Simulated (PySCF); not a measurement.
A structure optimised at PBE0-D3(BJ)/def2-SVP, used in a PySCF frequency run:

```xyz
11

C      2.3738    -0.5985    -0.4874
O      1.0420    -0.8711    -0.8550
Ge    -0.3175    -0.1999     0.0272
O     -0.5152    -0.8384     1.6446
O     -1.7466    -0.6046    -0.8973
Cl     0.0052     1.9023     0.2538
H      2.6381    -1.0709     0.4749
H      3.0319    -1.0107    -1.2666
H      2.5670     0.4855    -0.4077
H     -1.0782    -1.6221     1.6459
H     -1.5719    -0.6189    -1.8459
```
Charge 0, spin multiplicity 1.

Question: Write its SMILES and formula.

Answer: C[O][Ge]([OH])([OH])[Cl], CH₅ClGeO₃

Question: What are its rotational constants (standard atomic weights)?

Answer: 2.1012, 1.9694, 1.4498 GHz
